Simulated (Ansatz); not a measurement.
Ansatz (a program for electronic structure) input (RPA@PBE/cc-pV(T+d)Z):
A basis named .json is the Basis Set Exchange file of that set.

Ansatz 0.2 input:
```yaml
crystal:
  periodic: [false, false, false]
  atoms:
    - {symbol: Si, position_ang: [0.74709231, 0.60446813, -0.39817545]}
    - {symbol: C, position_ang: [1.63938611, -1.01782919, -0.46059291]}
    - {symbol: F, position_ang: [1.32149829, 1.43786697, 0.85560078]}
    - {symbol: N, position_ang: [-0.95265188, 0.37092452, -0.24177445]}
    - {symbol: Si, position_ang: [-1.86883619, -0.95127389, 0.41874737]}
    - {symbol: H, position_ang: [0.99190622, 1.46195534, -1.57570154]}
    - {symbol: H, position_ang: [1.30019972, -1.62179430, -1.30385292]}
    - {symbol: H, position_ang: [2.71219800, -0.84769450, -0.56965284]}
    - {symbol: H, position_ang: [1.48364500, -1.59344838, 0.45359504]}
    - {symbol: H, position_ang: [-1.50561405, 1.20146575, -0.41833872]}
    - {symbol: H, position_ang: [-1.13433431, -2.21055804, 0.12373562]}
    - {symbol: H, position_ang: [-3.20482433, -0.96494461, -0.24221986]}
basis:
  gaussian:
    orbitals: cc-pV_T+d_Z.json
hamiltonian:
  xc: pbe
magnetization: {spin_polarized: true, initial_magnetization: 1}
correlation: {method: rpa, electrons: outside_noble_gas}
```

End of the output:

```
integrals: 0.86 GiB planned
1539 factors; integrals over basis functions are off by at most 1.2e-3 eV
mean field: 1.57 GiB planned
mean field evaluation 1: about -21087.1757 eV, gradient 6.6e1 eV
mean field evaluation 2: about -21087.1687 eV, gradient 6.6e1 eV
mean field evaluation 4: about -21100.3558 eV, gradient 2.7e1 eV
mean field evaluation 8: about -21103.9964 eV, gradient 4.2e-1 eV
mean field evaluation 16: about -21103.9950 eV, gradient 8.0e-4 eV
mean field -21103.99504594 eV, -775.5575131366 hartree, gradient 7.6e-6 eV, S^2 0.751995; 0 other end points of the search recorded, 0 dependent functions left out
13 core orbitals not correlated
reference -21057.43594965 eV, -773.8464979071 hartree; 16, 15 occupied and 237, 238 virtual orbitals, 1539 factors
Total energy: -21096.89776520 eV, -775.2966928803 hartree
```

It need not be the lowest isomer of its formula.
